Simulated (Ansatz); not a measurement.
CH₂BF₃O, SMILES `OC(F)B(F)F`, relaxed with RKS PBE-D4/def2-SVP in Ansatz from a rough embedded geometry. The force threshold is 0.03 eV/Å; the program also tests the step.

Total charge 0; spin multiplicity 1.

Start:

```xyz
8

O    -0.905   -0.026   -1.271
C     0.041    0.481   -0.335
F     1.160    0.854   -1.011
B     0.497   -0.531    0.736
F     0.227   -0.334    2.168
F     1.099   -1.841    0.345
H    -1.756   -0.013   -0.802
H    -0.364    1.410    0.170
```

| step | energy (eV) | largest force (eV/Å) | largest move (Å) |
| --- | --- | --- | --- |
| 1 | -11924.1013 | 5.124 | 0.000 |
| 2 | -11924.7106 | 3.459 | 0.134 |
| 3 | -11924.9690 | 1.116 | 0.091 |
| 4 | -11924.9970 | 0.853 | 0.165 |
| 5 | -11925.0817 | 0.360 | 0.077 |
| 6 | -11925.1420 | 0.711 | 0.119 |
| 7 (rejected) | -11924.9422 | 3.030 | 0.195 |
| 8 | -11925.1868 | 0.358 | 0.098 |
| 9 | -11925.2239 | 0.308 | 0.100 |
| 10 | -11925.2549 | 0.440 | 0.150 |
| 11 (rejected) | -11925.2527 | 0.431 | 0.091 |
| 12 | -11925.2621 | 0.125 | 0.045 |
| 13 (rejected) | -11925.2616 | 0.121 | 0.019 |
| 14 | -11925.2625 | 0.064 | 0.009 |
| 15 | -11925.2626 | 0.014 | 0.009 |

End:

```xyz
8

O    -1.106   -0.224   -0.850
C    -0.038    0.418   -0.239
F     0.960    0.750   -1.167
B     0.556   -0.624    0.820
F     0.252   -0.520    2.109
F     1.347   -1.614    0.443
H    -1.627    0.430   -1.354
H    -0.344    1.383    0.237
```

Hardware: 4 threads of a server CPU on a shared host. Wall time 15 s, peak host memory 0.15 GiB.
